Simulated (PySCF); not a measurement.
How methods differ on the ionisation energy of Ti⁺

Ti⁺ [Ar] 3d2 4s1 (4F) → Ti²⁺ [Ar] 3d2 (3F), as a difference of total energies. Calculation: PySCF 2.14, in aug-cc-pVDZ-DK (7s6p4d2f, 59 functions); scalar relativity by spin-free X2C-1e. Correlated levels: valence: [Ar] frozen. The calculations carry no spin-orbit coupling.

```csv
method,ionisation energy (eV),difference from reference (eV)
UHF,12.953,-0.622
MP2 (valence),13.103,-0.472
SCS-MP2 (valence),13.003,-0.572
CCSD (valence),13.159,-0.416
CCSD(T) (valence),13.160,-0.415
```

Reference: 13.575 eV (measured; NIST Atomic Spectra Database, ionization energies).

The reference lies between the lowest fine-structure levels, while these numbers refer to the centres of the terms.

Errors of the correlated levels include the incompleteness of this basis and the frozen core.
